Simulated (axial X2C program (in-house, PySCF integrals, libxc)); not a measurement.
Ω levels of NdCN⁺ from open-shell CI on f3 s1 d(πδ)0

Calculated with an in-house all-electron X2C program for linear molecules (integrals from PySCF): two-component X2C with atomic mean-field Coulomb and Gaunt terms, basis Nd dyall-v3z, C dyall-v3z, N dyall-v3z (cores contracted in-house). Orbitals come from Hartree–Fock averaged over the configuration Nd f3 s1 d(πδ)0; CI then distributes these electrons over the f, s, d(πδ) shells of Nd.

Nd–C–N held linear, bonds 2.358 and 1.160 Å (the second held) (near the minimum of the configuration average).

Lowest levels of this model:

```json
{"Ω": "6", "energy (cm⁻¹)": "0", "g∥": "8.37", "configuration": "100% f3 d(πδ)1"}
{"Ω": "5", "energy (cm⁻¹)": "438", "g∥": "6.94", "configuration": "100% f3 d(πδ)1"}
{"Ω": "4", "energy (cm⁻¹)": "634", "g∥": "5.27", "configuration": "99% f3 d(πδ)1"}
{"Ω": "3", "energy (cm⁻¹)": "976", "g∥": "3.55", "configuration": "99% f3 d(πδ)1"}
{"Ω": "2", "energy (cm⁻¹)": "1427", "g∥": "2.00", "configuration": "98% f3 d(πδ)1"}
{"Ω": "7", "energy (cm⁻¹)": "1563", "g∥": "12.49", "configuration": "100% f3 d(πδ)1"}
{"Ω": "1", "energy (cm⁻¹)": "1818", "g∥": "0.82", "configuration": "98% f3 d(πδ)1"}
{"Ω": "6", "energy (cm⁻¹)": "1872", "g∥": "10.94", "configuration": "100% f3 d(πδ)1"}
{"Ω": "0", "energy (cm⁻¹)": "1973", "g∥": "0.00", "configuration": "97% f3 d(πδ)1"}
{"Ω": "5", "energy (cm⁻¹)": "2084", "g∥": "8.90", "configuration": "99% f3 d(πδ)1"}
{"Ω": "4", "energy (cm⁻¹)": "2365", "g∥": "7.01", "configuration": "99% f3 d(πδ)1"}
{"Ω": "3", "energy (cm⁻¹)": "2694", "g∥": "5.31", "configuration": "99% f3 d(πδ)1"}
{"Ω": "2", "energy (cm⁻¹)": "2970", "g∥": "3.73", "configuration": "97% f3 d(πδ)1"}
{"Ω": "0", "energy (cm⁻¹)": "3048", "g∥": "0.00", "configuration": "90% f3 d(πδ)1 + 10% f3 s1"}
{"Ω": "1", "energy (cm⁻¹)": "3064", "g∥": "2.02", "configuration": "92% f3 d(πδ)1 + 8% f3 s1"}
{"Ω": "5", "energy (cm⁻¹)": "3071", "g∥": "6.44", "configuration": "82% f3 d(πδ)1 + 18% f3 s1"}
{"Ω": "8", "energy (cm⁻¹)": "3221", "g∥": "16.45", "configuration": "100% f3 d(πδ)1"}
{"Ω": "7", "energy (cm⁻¹)": "3455", "g∥": "14.70", "configuration": "100% f3 d(πδ)1"}
{"Ω": "6", "energy (cm⁻¹)": "3625", "g∥": "12.48", "configuration": "100% f3 d(πδ)1"}
{"Ω": "4", "energy (cm⁻¹)": "3651", "g∥": "5.06", "configuration": "62% f3 s1 + 37% f3 d(πδ)1"}
{"Ω": "1", "energy (cm⁻¹)": "3738", "g∥": "1.50", "configuration": "56% f3 d(πδ)1 + 44% f3 s1"}
{"Ω": "2", "energy (cm⁻¹)": "3752", "g∥": "2.92", "configuration": "62% f3 s1 + 37% f3 d(πδ)1"}
{"Ω": "0", "energy (cm⁻¹)": "3783", "g∥": "0.00", "configuration": "63% f3 d(πδ)1 + 37% f3 s1"}
{"Ω": "3", "energy (cm⁻¹)": "3827", "g∥": "4.19", "configuration": "70% f3 s1 + 30% f3 d(πδ)1"}
{"Ω": "5", "energy (cm⁻¹)": "3849", "g∥": "10.38", "configuration": "99% f3 d(πδ)1"}
{"Ω": "4", "energy (cm⁻¹)": "4110", "g∥": "8.41", "configuration": "98% f3 d(πδ)1"}
{"Ω": "3", "energy (cm⁻¹)": "4354", "g∥": "6.49", "configuration": "97% f3 d(πδ)1"}
{"Ω": "2", "energy (cm⁻¹)": "4504", "g∥": "4.36", "configuration": "92% f3 d(πδ)1 + 8% f3 s1"}
{"Ω": "0", "energy (cm⁻¹)": "4513", "g∥": "0.00", "configuration": "89% f3 d(πδ)1 + 10% f3 s1"}
{"Ω": "6", "energy (cm⁻¹)": "4524", "g∥": "10.50", "configuration": "85% f3 d(πδ)1 + 15% f3 s1"}
```

g∥ is the magnitude of 2⟨Lz + ge Sz⟩ for the +Ω component.

From Ω and g∥ of the lowest level, whose 2⟨Lz + ge Sz⟩ is positive, find ⟨Sz⟩ and ⟨Lz⟩ (ge = 2.0023).

Ω = ⟨Lz⟩ + ⟨Sz⟩ = 6 and ⟨Lz⟩ + ge⟨Sz⟩ = 4.185, so ⟨Sz⟩ = -1.81 and ⟨Lz⟩ = 7.81.

Occupations of the active spinors in the lowest level by ω, shell by shell in order of energy: -7/2: 0.00; -5/2: 0.00 0.00 0.00; -3/2: 0.00 0.00 0.00 0.00; -1/2: 0.05 0.02 0.00 0.00; 1/2: 0.78 0.14 0.00 0.00; 3/2: 0.82 0.15 0.98 0.00; 5/2: 0.93 0.08 0.02; 7/2: 0.03. The leading determinant has weight 0.64 among 296.

This point took 2.9 s on 1 thread of Arm Neoverse V2, with other jobs on the host.

Dynamic correlation is missing, so gaps between terms are too wide and other configurations may lie lower; the lowest level listed is that of this model, not necessarily the ground state. The lowest levels belong to f3 d(πδ)1, not to the averaged configuration, so orbitals and distance suit them less well. At most 4 roots were kept for each Ω > 0 (twice that for Ω = 0) within 2.2 eV of the lowest, so higher up levels can be missing between those listed; levels with Ω > 0 are doubly degenerate and listed once, Ω = 0 levels singly. States that fill the shells left empty in the average are placed too high. The molecule was held linear; bending was not examined.
